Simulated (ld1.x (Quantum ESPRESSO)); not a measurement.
## I (Z = 53): variants of one TM potential

Base potential:

```
Element                 : I
Generator               : ld1.x (Quantum ESPRESSO) 7.5
Type                    : norm-conserving Troullier–Martins (Kleinman–Bylander form)
Functional              : LDA (PZ)
Relativity              : scalar-relativistic
Frozen core             : [Kr]
Valence charge          : 17
Reference configuration : 4d10 5s2 5p3 (charge +2)
Partial waves           : 5s (bound): rc 1.45 bohr; 5p (bound): rc 1.85 bohr; 4d (bound): rc 1.15 bohr
Local potential         : the d channel
Core correction         : Bessel-smoothed model core inside 0.70 bohr
```

All-electron outer shells of the reference configuration (LDA (PZ), scalar-relativistic, ld1.x):

```json
{"shell": "4p", "level (eV)": "-147.76", "outermost node (bohr)": "0.37", "outermost maximum (bohr)": "0.72"}
{"shell": "4d", "level (eV)": "-70.66", "outermost node (bohr)": "0.35", "outermost maximum (bohr)": "0.78"}
{"shell": "5s", "level (eV)": "-36.32", "outermost node (bohr)": "0.88", "outermost maximum (bohr)": "1.66"}
{"shell": "5p", "level (eV)": "-24.73", "outermost node (bohr)": "0.96", "outermost maximum (bohr)": "1.92"}
```

Cutoffs, loose and tight: the cutoffs (Ry, on a coarse ladder) from which the occupation-weighted sum of valence levels, in a spherical-Bessel basis at the reference potential, stays within 10 and 1 mRy of its value at 400 Ry. They do not see the model core or the augmentation charge, which bear on the density cutoff. Test errors are all-electron minus pseudo excitation energies from the reference, over the configurations 4d10 5s2 5p5; 4d10 5s2 5p4; 4d10 5s2 5p2; 4d10 5s2 5p4.5; 4d10 5s1 5p5; 4d10 5s2 5p5.3; 4d9 5s2 5p6 (two spin-polarised tests are not counted in the largest error). A dash means not determined; rows that change the core or the reference have their own tests.

A true bound ghost makes a file unfit for plane-wave use even where its test errors are small: the radial tests pick states by their node count and pass the ghost by.

| change | outcome | cutoff, loose | cutoff, tight | bound ghosts | largest test error (meV) |
| --- | --- | --- | --- | --- | --- |
| base | generated | 120 Ry | 200 Ry | s, p | -545 |
| local potential all-electron potential smoothed inside 1.20 bohr (lloc = -1) | generated | 120 Ry | 200 Ry | s, p | -591 |
| wave 5s (bound): rc 1.45 bohr becomes 5s (bound): rc 1.24 bohr | generated | 160 Ry | 260 Ry | s, p | -583 |
| core [Kr] 4d10, valence charge 7; reference 5s2 5p4; waves now 5s (bound): rc 1.55 bohr; 5p (bound): rc 2.05 bohr; local potential all-electron potential smoothed inside 1.50 bohr (lloc = -1); core correction a·sin(br)/r model core inside 1.60 bohr | generated | 35 Ry | 70 Ry | s, d | -41 |
| reference 4d10 5s2 5p4 | generated | 120 Ry | 200 Ry | s, p | -460 |
| wave 5p (bound): rc 1.85 bohr becomes 5p (bound): rc 1.84 bohr | generated | 120 Ry | 200 Ry | s, p | -545 |
| wave 4d (bound): rc 1.15 bohr becomes 4d (bound): rc 1.78 bohr | generated | 90 Ry | 160 Ry | s, p | -462 |
| fully relativistic | generated, misses its reference levels by 1.05 eV | 120 Ry | 200 Ry | s, p3/2, p1/2 | -526 |
| core correction Bessel-smoothed model core inside 0.56 bohr | generated | 120 Ry | 200 Ry | s, p | -546 |
| all radii but the core radius scaled by about 1.34 (s 1.94, p 2.48, d 1.54 bohr) | generated | 100 Ry | 160 Ry | s, p | -462 |

(1) What comes out with this change to the base: all radii but the core radius scaled by about 1.20 (s 1.74, p 2.22, d 1.38 bohr)?

(2) What comes out with this change to the base: type ultrasoft; waves now 5s (bound): rcut 1.25, rcutus 1.45 bohr; 5s channel at -2.15 Ry: rcut 1.25, rcutus 1.45 bohr; 5p (bound): rcut 1.60, rcutus 1.85 bohr; 5p channel at -1.2 Ry: rcut 1.60, rcutus 1.85 bohr; 4d (bound): rcut 1.00, rcutus 1.15 bohr; 4d channel at -1.2 Ry: rcut 1.00, rcutus 1.15 bohr; local potential all-electron potential smoothed inside 0.95 bohr (lloc = -1); augmentation built from norm-conserving waves at rcut, not smoothed further?

(3) What comes out with this change to the base: wave 5s (bound): rc 1.45 bohr becomes 5s (bound): rc 1.18 bohr?

## Answers

(1) outcome: generated; cutoff, loose: 110 Ry; cutoff, tight: 180 Ry; bound ghosts: s, p; largest test error (meV): -536.

(2) outcome: failed: run_pseudo: Errors in PS-KS equation. Cause: the pseudo-atom solver did not find the valence states with the expected number of nodes, which is the usual sign of a ghost state.

(3) outcome: generated; cutoff, loose: 180 Ry; cutoff, tight: 260 Ry; bound ghosts: s, p; largest test error (meV): -594.
